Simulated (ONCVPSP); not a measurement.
## Ranking ONCV potentials for Sm (Z = 62)

All share these settings but for the change named:

Sm (Z = 62), optimised norm-conserving Vanderbilt (ONCV), made with ONCVPSP 4.0.1 (Wu-Cohen, scalar-relativistic). Core [Kr] 4d10 4f5, reference 5s2 5p6 5d1 6s1.75 6p0.25. Waves: 5s+6s: rc 2.45 bohr, ncon 5, nbas 8, qcut 5.3 1/bohr, 2 projectors; 5p+6p: rc 2.35 bohr, ncon 4, nbas 8, qcut 5.8 1/bohr, 2 projectors; 5d: rc 2.85 bohr, ncon 4, nbas 9, qcut 4.5 1/bohr, 3 projectors, debl 0.7 Ha. Local part: polynomial inside 2.35 bohr (lpopt 3, dvloc0 0 Ha). Core correction: Teter function, fcfact 3.5, rcfact 1.2.

Test errors are all-electron minus pseudo excitation energies from the reference, over 5s2 5p6 5d1 6s2 6p0; 5s2 5p6 5d1 6s1 6p0; 5s2 5p6 5d1 6s0 6p0; 5s2 5p6 5d2 6s1 6p0. None of these files shows a bound ghost.

The base gives 6.3 meV.

Of 5 variants that were run, those that failed, showed a ghost or another fault, or gave nearly equal values are left out.

A variant can come out equal or close to the base, since the largest error may sit in a test that the change hardly touches while other tests move.

Problem. Rank these variants by their largest absolute test error, smallest first.
A. all radii but the core radius scaled by about 1.19 (s 2.92, p 2.80, d 3.40 bohr); local potential polynomial inside 2.80 bohr (lpopt 3, dvloc0 0 Ha)
B. all radii but the core radius scaled by about 1.07 (s 2.64, p 2.52, d 3.06 bohr); local potential polynomial inside 2.52 bohr (lpopt 3, dvloc0 0 Ha)
C. all radii but the core radius scaled by about 0.80 (s 1.96, p 1.88, d 2.28 bohr); local potential polynomial inside 1.88 bohr (lpopt 3, dvloc0 0 Ha)

Solution. A (3.1 meV), B (5.5 meV), C (6.4 meV).
